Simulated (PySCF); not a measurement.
## SbBr⁺, MP2: how much the basis matters

PySCF, UHF reference; doublet, unpaired electrons π ↑; De to Sb⁺ + Br without counterpoise correction. Frozen cores follow the default of each basis and core potential.

```csv
basis,relativity,functions,Re (Å),ωe (cm⁻¹),De (eV),frozen orbitals
cc-pVDZ-PP,scalar-relativistic core potentials,46,2.400,318,2.75,8
def2-SVP,scalar-relativistic core potentials,58,2.408,319,2.81,13
def2-TZVPPD,scalar-relativistic core potentials,113,2.366,327,3.24,13
```

How does each smaller set differ from the one with most functions, def2-TZVPPD?

cc-pVDZ-PP: +3.4 pm, -2.8 % in ωe, -0.49 eV in De; def2-SVP: +4.2 pm, -2.4 % in ωe, -0.43 eV in De. All at MP2; the set with most functions is neither the basis-set limit nor always the best.

Correlated steps freeze the inner cores (8 to 13 orbitals); shallow outer-core shells are correlated. Correlated levels converge slowly with the basis: in double zeta they bind strong bonds too weakly, by up to about 1 eV, and carry superposition errors of some tenths. These are scalar-relativistic numbers at best; spin–orbit coupling would shift them, the dissociation energy most. For an ion De counts to the pair picked by the measured ionisation energies or electron affinities, which need not be the lowest pair at this level. The state was picked by a PBE0 search and need not be the measured ground state.
